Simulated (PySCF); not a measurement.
A geometry optimisation, step by step.

Compound: C5H10AsBN2.
Numbering: `[N:1]#[C:2][B:3]([AsH2:4])[N:5]1[CH2:6][CH2:7][CH2:8][CH2:9]1` (hydrogens: H10, H11 on As4; H12, H13 on C6; H14, H15 on C7; H16, H17 on C8; H18, H19 on C9)

Method: PBE0-D3(BJ)/def2-SVP geometry optimisation, gas phase in PySCF 2.14.0; density fitting, grid level 1; the optimiser is geomeTRIC in internal coordinates, started from a GFN2-xTB structure with every atom displaced at random (about 0.01 Å). 4 of its 8 geometries are shown. The frame can shift and turn from step to step; on so coarse a grid that alone can change the energy by a few meV, and forces under 0.02 eV/Å are noise.

Step 0: E = -69814.8804 eV, largest atomic force 1.676 eV/Å
```
atom  x, y, z in Å  |  force x, y, z in eV/Å
N1      2.588    1.993    2.033    0.234   0.362   0.551
C2      2.086    1.420    1.164   -0.022  -0.079  -0.188
B3      1.523    0.629   -0.019    1.119   0.136  -0.326
As4     2.788    0.239   -1.603   -0.964  -0.067  -0.299
N5      0.221    0.230    0.003   -0.702   0.241   0.756
C6     -0.733    0.509    1.082   -0.267  -0.363  -0.317
C7     -1.866   -0.477    0.844   -0.667   0.567  -0.151
C8     -1.894   -0.545   -0.686   -0.327   0.255   0.731
C9     -0.426   -0.530   -1.019    0.156  -0.737  -1.497
H10     2.597   -1.260   -1.425   -0.108  -0.129  -0.181
H11     4.000    0.187   -0.771    0.856   0.143   0.568
H12    -1.083    1.539    1.013   -0.194   0.417  -0.089
H13    -0.286    0.393    2.052    0.529  -0.071   0.760
H14    -2.829   -0.129    1.282    0.433  -0.195  -0.142
H15    -1.636   -1.463    1.264    0.101  -0.140   0.113
H16    -2.417   -1.424   -1.046   -0.182  -0.389  -0.317
H17    -2.403    0.344   -1.089    0.013   0.037  -0.036
H18    -0.238   -0.083   -2.014    0.056  -0.164   0.091
H19    -0.020   -1.564   -1.045   -0.064   0.175  -0.027
```

Step 2: E = -69815.0174 eV, largest atomic force 0.090 eV/Å
```
atom  x, y, z in Å  |  force x, y, z in eV/Å
N1      2.439    2.018    2.042   -0.018   0.018   0.001
C2      1.984    1.422    1.155    0.035  -0.023  -0.004
B3      1.431    0.596   -0.031   -0.034   0.006  -0.012
As4     2.630    0.243   -1.649   -0.003  -0.004   0.060
N5      0.102    0.196   -0.006    0.016  -0.047  -0.075
C6     -0.853    0.490    1.069   -0.015   0.036   0.043
C7     -2.021   -0.451    0.807    0.007   0.015   0.004
C8     -2.034   -0.544   -0.715    0.011  -0.015  -0.015
C9     -0.549   -0.595   -1.055    0.023   0.035   0.055
H10     2.417   -1.266   -1.635   -0.013  -0.001  -0.017
H11     3.920    0.168   -0.848   -0.006   0.004  -0.014
H12    -1.177    1.543    1.003    0.003  -0.009  -0.006
H13    -0.386    0.356    2.055   -0.006  -0.011  -0.009
H14    -2.964   -0.081    1.233   -0.002  -0.008   0.009
H15    -1.819   -1.442    1.247    0.001   0.003   0.000
H16    -2.583   -1.413   -1.103   -0.004   0.008   0.004
H17    -2.493    0.361   -1.146    0.006   0.004   0.002
H18    -0.317   -0.188   -2.053    0.000  -0.012  -0.007
H19    -0.173   -1.633   -1.026   -0.002   0.000  -0.021
```

Step 5: E = -69815.0188 eV, largest atomic force 0.045 eV/Å
```
atom  x, y, z in Å  |  force x, y, z in eV/Å
N1      2.430    2.032    2.035    0.003   0.000  -0.002
C2      1.990    1.417    1.154   -0.006  -0.002   0.002
B3      1.437    0.584   -0.028    0.012  -0.003  -0.011
As4     2.631    0.234   -1.644    0.005   0.012  -0.016
N5      0.107    0.190   -0.005    0.000   0.012   0.043
C6     -0.844    0.494    1.073    0.005  -0.017  -0.020
C7     -2.018   -0.441    0.813   -0.005  -0.004   0.002
C8     -2.033   -0.533   -0.709   -0.003   0.010   0.010
C9     -0.549   -0.594   -1.052   -0.008  -0.017  -0.036
H10     2.373   -1.268   -1.685    0.001  -0.002   0.003
H11     3.920    0.104   -0.851   -0.004  -0.009   0.006
H12    -1.160    1.549    1.006   -0.001   0.004   0.004
H13    -0.377    0.353    2.058    0.000   0.006   0.004
H14    -2.959   -0.070    1.243    0.001   0.003  -0.001
H15    -1.818   -1.433    1.251    0.001   0.000  -0.001
H16    -2.592   -1.396   -1.097    0.002  -0.001  -0.002
H17    -2.483    0.378   -1.138   -0.001   0.000   0.000
H18    -0.319   -0.189   -2.050   -0.001   0.006   0.004
H19    -0.181   -1.635   -1.030   -0.001   0.002   0.010
```

Step 7: E = -69815.0191 eV, largest atomic force under 0.02 eV/Å
```
atom  x, y, z in Å  |  force x, y, z in eV/Å
N1      2.442    2.028    2.023    0.010  -0.005   0.004
C2      2.003    1.406    1.146   -0.011   0.007  -0.001
B3      1.443    0.574   -0.033   -0.009  -0.010  -0.006
As4     2.636    0.222   -1.650    0.008  -0.003   0.004
N5      0.111    0.187   -0.004    0.011   0.005   0.000
C6     -0.836    0.497    1.076    0.006   0.001  -0.001
C7     -2.015   -0.430    0.821    0.001  -0.004   0.005
C8     -2.038   -0.519   -0.702    0.002   0.002  -0.003
C9     -0.556   -0.590   -1.050   -0.003   0.001   0.001
H10     2.341   -1.271   -1.720   -0.002  -0.001   0.001
H11     3.913    0.042   -0.848   -0.006   0.002  -0.005
H12    -1.145    1.555    1.009   -0.001  -0.002   0.001
H13    -0.365    0.357    2.060   -0.003   0.001  -0.002
H14    -2.952   -0.055    1.255    0.000   0.002   0.001
H15    -1.818   -1.424    1.256   -0.003   0.002  -0.001
H16    -2.604   -1.378   -1.089    0.001   0.001   0.002
H17    -2.483    0.395   -1.127   -0.001   0.000   0.000
H18    -0.327   -0.185   -2.049    0.001   0.001   0.001
H19    -0.194   -1.634   -1.031    0.000   0.000   0.000
```

Problem. Summarise the path.

Solution. The energy falls by 0.1387 eV from step 0 to step 7; nine tenths of that is first reached at step 1. It falls at every step. The largest force goes from 1.676 to under 0.02 eV/Å. Among the bonds As4–H11 changes most, from 1.471 to 1.520 Å; the atoms move by 0.085 Å rms after alignment.

The cost below is that of the whole optimisation. On one thread of an Arm Neoverse V2, on a shared host, this took 2.5 min wall and 0.88 GiB of memory at its peak.
